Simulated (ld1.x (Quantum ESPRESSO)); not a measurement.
Fe (Z = 26): one change to a TM potential, before and after

Fe, norm-conserving Troullier–Martins (Kleinman–Bylander form), made with ld1.x (Quantum ESPRESSO) 7.5 (LDA (PZ), fully relativistic). Core [Ne], reference 3s2 3p6 3d6 4s2 4p0. Waves: 3s (bound): rc 1.05 bohr; 3p (bound): rc 1.30 bohr; 3d (bound): rc 1.50 bohr. Local part: the d channel. Core correction: none.

Open shells are filled in proportion to 2j + 1 (rel_dist='average').

Occupied shells without a wave of their own: 4s. They enter only through the test configuration that unscreens the potential.

All-electron outer shells of the reference configuration (LDA (PZ), scalar-relativistic, ld1.x):

| shell | level (eV) | outermost node (bohr) | outermost maximum (bohr) |
| --- | --- | --- | --- |
| 2s | -817.90 | 0.08 | 0.22 |
| 2p | -698.00 | – | 0.18 |
| 3s | -93.51 | 0.33 | 0.70 |
| 3p | -59.93 | 0.30 | 0.72 |
| 3d | -7.75 | – | 0.71 |
| 4s | -5.49 | 1.01 | 2.38 |
| 4p | -1.44 | 1.10 | 3.29 |

Change: core correction a·sin(br)/r model core inside 0.92 bohr (4s counted twice).

Cutoffs: the cutoffs (Ry, on a coarse ladder) from which the occupation-weighted sum of valence levels, in a spherical-Bessel basis at the reference potential, stays within 10 and 1 mRy of its value at 400 Ry; they do not see the model core or the augmentation charge, which bear on the density cutoff. Errors are all-electron minus pseudo energies relative to the spin-unpolarised reference configuration.

**Question.** How do hardness, ghosts and transferability respond?

**Answer.** The potential gets neither clearly harder nor softer (140 Ry and 230 Ry → 140 Ry and 230 Ry); of the 7 tests that both files solve, the error grows in 5 and shrinks in 2 by more than 15 % and 0.3 meV (median size 88.0 → 117.4 meV); neither file shows a bound ghost. In the changed file ld1.x takes every shell without a wave as core, so the model core holds the 4s electrons as well and exchange and correlation see them twice. This cancels in the reference configuration, but the file is broken for other ones, and its errors say nothing about a proper core correction. A model core, the more so a compact one, raises the density cutoff, which this test does not measure.

```tsv
quantity	base	changed
cutoff, loose	140 Ry	140 Ry
cutoff, tight	230 Ry	230 Ry
bound ghosts	none	none
largest miss of a reference level, eV	0.09	0.09
error for 3s2 3p6 3d6 4s1 4p0, meV [ΔE 8.98 eV]	+51	-89
error for 3s2 3p6 3d6 4s0 4p0, meV [ΔE 25.47 eV]	+77	-625
error for 3s2 3p6 3d5 4s0 4p0, meV [ΔE 60.00 eV]	-134	-1195
error for 3s2 3p6 3d6 4s1.5 4p0, meV [ΔE 3.60 eV]	+25	-6.9
error for 3s2 3p6 3d6 4s1 4p1, meV [ΔE 4.18 eV]	-88	-117
error for 3s2 3p6 3d5 4s2 4p1, meV [ΔE 8.86 eV]	-133	-162
error for 3s2 3p6 3d5 4s2 4p0, meV [ΔE 14.48 eV]	+104	+53
s: phases at 1.65 bohr within 0.05 rad from the reference energy up to (Ry; the scan ends near 5)	0.6	0.6
p1/2: phases at 1.65 bohr within 0.05 rad from the reference energy up to (Ry; the scan ends near 5)	0.7	0.7
p3/2: phases at 1.65 bohr within 0.05 rad from the reference energy up to (Ry; the scan ends near 5)	0.8	0.8
d3/2: phases at 1.65 bohr within 0.05 rad from the reference energy up to (Ry; the scan ends near 5)	2.2	2.2
d5/2: phases at 1.65 bohr within 0.05 rad from the reference energy up to (Ry; the scan ends near 5)	2.3	2.3
```
